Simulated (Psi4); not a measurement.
Dimer: HF (SMILES F) (first 2 atoms) with C2H3N (SMILES CC#N); geometry from B3LYP-D3(BJ)/def2-TZVP, rigid monomers moved along the line of their centres of mass till H2···N5 is 3.19 Å.
(charge 0, multiplicity 1):
```tsv
atom	x (Å)	y (Å)	z (Å)
F	0.4826	-0.3172	-0.3494
H	0.3599	-0.1849	0.5756
C	-0.3943	0.6265	6.2550
C	-0.2049	0.4231	4.8301
N	-0.0555	0.2624	3.7052
H	-1.4069	0.3404	6.5398
H	0.3170	0.0193	6.8149
H	-0.2386	1.6762	6.5044
```

All values below come from SAPT0/jun-cc-pV(D+d)Z in Psi4.

**Question.** Which attractive term is largest, and how does the interaction split up?

**Answer.** electrostatics -3.22, exchange 0.06, induction -0.19, dispersion -0.14, total -3.49 kcal/mol; the largest attraction is electrostatics.
